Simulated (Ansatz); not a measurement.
Consider the silylene formation by 1,1-elimination: `F[SiH](S)S` → `SS` + `F[SiH]`.

Program: Ansatz. Geometries: PBE0-D4/def2-TZVP. ΔE: electronic, gas phase. CCSD(T)/CBS adds triple-zeta CCSD(T) − MP2 to the extrapolated MP2 energy (def2 sets, frozen cores). This one scheme is used for every species. Functionals use def2-TZVPP. HSE06 is defined as in plane-wave codes. Each species was taken in one conformer, which may not be the lowest.

`F[SiH](S)S`:

```xyz
7

F    -1.227   -0.733   -0.969
Si    0.003   -0.164   -0.125
S    -0.330   -0.216    1.961
S     0.248    1.888   -0.578
H     1.151   -1.020   -0.488
H     0.157   -1.463    2.085
H    -0.002    1.707   -1.887
```

`SS`:

Z-matrix (Å, degrees):
```
S
S 1 2.046
H 1 1.347 2 98.6
H 2 1.347 1 98.6 3 -90.5
```

`F[SiH]`:

Z-matrix (Å, degrees):
```
Si
F 1 1.612
H 1 1.541 2 96.3
```

**Question.** Is it downhill or uphill in electronic energy at CCSD(T)/CBS, and by how much? (Estimate.)

**Answer.** Ansatz gave: Uphill: ΔE = +375.6 kJ/mol.

**Question.** What do these levels give: LDA (SPW92), B97M-V, r2SCAN0-D4, HSE06-D4, BHLYP-D4, r2SCAN, r2SCANh, r2SCAN0, LC-ωPBE, SCS-MP2/def2-TZVPP, HF/def2-QZVPP, SCS-MP2/def2-QZVPP? (An estimate is asked.)

**Answer.** The calculation gave: LDA (SPW92) 395.0, B97M-V 377.0, r2SCAN0-D4 402.1, HSE06-D4 383.7, BHLYP-D4 379.6, r2SCAN 394.4, r2SCANh 396.5, r2SCAN0 399.3, LC-ωPBE 389.0, SCS-MP2/def2-TZVPP 376.8, HF/def2-QZVPP 357.6, SCS-MP2/def2-QZVPP 380.2 kJ/mol.

Largest T1 diagnostic among the species: 0.015.

From PBE to PBE0 (25 % exact exchange), in def2-TZVPP and without D4, ΔE moves by +18.4 kJ/mol. The D4 term adds +15.7 kJ/mol with B3LYP and +8.3 kJ/mol with PBE0; it sums over pairs of atoms, weighted by their polarisabilities, and B3LYP, whose exchange is more repulsive, gets the larger term.

B3LYP here is the variant with VWN-RPA as its local correlation; programs differ in this.
